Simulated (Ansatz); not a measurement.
Relaxation of H$_{4}$S$_{2}$Sn (7 atoms, charge 0, multiplicity 1), to a largest force component of 0.02 eV/Å in at most 40 steps.

Theory: Ansatz, RKS PBE/def2-SVP.

```xyz
7
Properties=species:S:1:pos:R:3
S -1.534 -1.027 -0.845
Sn 0.034 0.428 0.243
S 1.684 -0.946 1.288
H -2.244 0.140 -1.312
H 0.802 1.466 -0.956
H -0.766 1.423 1.454
H 2.085 -1.552 0.083
```

**Question.** Where does it end, and by what steps?

**Answer.** The forces met the threshold. The force dipped under the threshold on the way, but the program's further checks kept it going. After 35 steps the energy has fallen by 0.192 eV; H4 moved furthest, 1.21 Å.

```tsv
step	energy less start (eV)	largest force component (eV/Å)	accepted
0	0.0000	1.344	yes
2	-0.1472	0.224	yes
4	-0.1369	0.347	no
6	-0.1624	0.065	yes
8	-0.1617	0.442	no
10	-0.1707	0.189	yes
12	-0.1748	0.070	yes
14	-0.1800	0.288	no
16	-0.1804	0.381	no
18	-0.1843	0.114	yes
20	-0.1855	0.062	yes
22	-0.1873	0.111	yes
24	-0.1885	0.043	yes
26	-0.1892	0.148	no
28	-0.1903	0.035	yes
30	-0.1893	0.202	no
32	-0.1914	0.028	yes
34	-0.1915	0.014	yes
35	-0.1915	0.013	yes
```

```xyz
7
Properties=species:S:1:pos:R:3
S -2.097 -0.438 -0.543
Sn -0.053 0.566 0.360
S 1.596 -1.082 1.112
H -1.522 -0.722 -1.746
H 0.665 1.564 -0.856
H -0.543 1.401 1.784
H 2.016 -1.356 -0.157
```

Time of the run: 95 s on 1 thread of Arm Neoverse N1 (shared host), peak memory 0.11 GiB.
